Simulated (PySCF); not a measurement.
# Calculated NMR parameters of Cc1ccc2nccn2c1

| Property | Result |
| --- | --- |
| Formula | C8H8N2 |
| SMILES | Cc1ccc2nccn2c1 |
| Point group of the computed structure | Cs |
| Degrees of unsaturation | 6 |
| Carbon signals | 8 |
| Proton signals | 6 |

Numbering as in the mapped SMILES `[CH3:1][c:2]1[cH:3][cH:4][c:5]2[n:6][cH:7][cH:8][n:9]2[cH:10]1`. Hydrogens are named by the atom that carries them.

How the numbers were obtained: PBE0/pcSseg-1 with gauge-including orbitals, coordinates at the GFN2-xTB level, in PySCF 2.14 (no solvent model, one averaged value for each set of equivalent atoms, no relativistic terms, one computed conformer).

Chemical shifts δ = σref − σ; ¹H, ¹³C against TMS; ¹⁵N vs NH3, all at this level.

| carbon | δC, type | δH (multiplicity) | HMBC from (2–3 bonds) | span of the C tensor (ppm) |
| --- | --- | --- | --- | --- |
| C1 | 21.4, CH3 | 2.48 (s) | H(C10), H(C3) | 41 |
| C2 | 127.5, C | – | H(C10), H(C4), H(C3), H(C1) | 215 |
| C3 | 129.8, CH | 7.26 (d) | H(C10), H(C4), H(C1) | 211 |
| C4 | 125.2, CH | 7.91 (d) | H(C3) | 204 |
| C5 | 148.5, C | – | H(C10), H(C4), H(C7), H(C8), H(C3) | 153 |
| C7 | 141.4, CH | 7.87 (m) | H(C8) | 170 |
| C8 | 113.5, CH | 7.51 (m) | H(C10), H(C7) | 128 |
| C10 | 126.4, CH | 8.14 (s) | H(C8), H(C3), H(C1) | 153 |

Other nuclei:
```
atoms  nucleus                         environment  δ (ppm)  σ (ppm)
   N6      ¹⁵N  pyridine-type nitrogen of an azole    286.2    -18.4
   N9      ¹⁵N          pyrrole-type ring nitrogen    232.8     34.9
```

- Carbon types of the structure: 2 × C, 5 × CH, 1 × CH3, which accounts for all hydrogens.
- δC 148.5: ring-fusion aromatic carbon.
- δC 141.4, 126.4, 113.5: aromatic CH next to a ring nitrogen.
- δC 129.8, 125.2: aromatic CH.
- δC 127.5: substituted aromatic carbon.
- δC 21.4: methyl carbon on an aromatic ring; aliphatic region, no heteroatom directly attached.

Shifts are as computed. Against solution values, carbons near 30 ppm lie about +3 ppm off and those near 130 ppm about +5 ppm. Of 1211 compounds with measured shifts, 218 miss one by over three times the rms of a fit or turn the order of signals round; such compounds aren't used in these exercises. Experimental scales use liquid or dissolved standards, which lie at an offset from isolated NH3 (liquid NH3: subtract about 20 ppm). Unscaled 15N shifts of sp2 nitrogen come out 20 to 40 ppm too high even then. Multiplicities follow the n + 1 count of equivalent neighbours, as no J values were calculated; m marks all less simple cases, F and P coupling included.
